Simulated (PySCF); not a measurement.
Ligands exchanged one at a time, Al SiH3-SH. All species are isolated molecules in the gas phase. One relaxed conformer stands for each flexible species; it need not be the lowest. Strings in code marks are SMILES.

Computed with PySCF with M06-2X/def2-TZVP // PBE0-D3(BJ)/def2-TZVP. All candidates: neutral, multiplicity 1. Excitations are Tamm–Dancoff values on a coarser integration grid. The basis has no diffuse functions, so Rydberg states are missing or too high.

The HOMO–LUMO gap is 6.26 eV and the HOMO is -8.18 eV. The S1 excitation (TDA) comes out as 3.36 eV.

**Question.** Name which member has these values.
A. `[SiH3][Al]([SH])[SH]` (S–Al–S–H torsion -179°, S–Al–S–H torsion -1°)
B. `[SiH3][Al]([SiH3])[SiH3]`
C. `[SH][Al]([SH])[SH]`
D. `[SiH3][Al]([SiH3])[SH]` (Si–Al–S–H torsion 0°)

**Answer.** B, `[SiH3][Al]([SiH3])[SiH3]`. The others give `[SH][Al]([SH])[SH]`: 8.90 eV, -8.88 eV, 5.77 eV; `[SiH3][Al]([SiH3])[SH]` (Si–Al–S–H torsion 0°): 6.86 eV, -8.27 eV, 3.96 eV; `[SiH3][Al]([SH])[SH]` (S–Al–S–H torsion -179°, S–Al–S–H torsion -1°): 7.94 eV, -8.75 eV, 5.25 eV
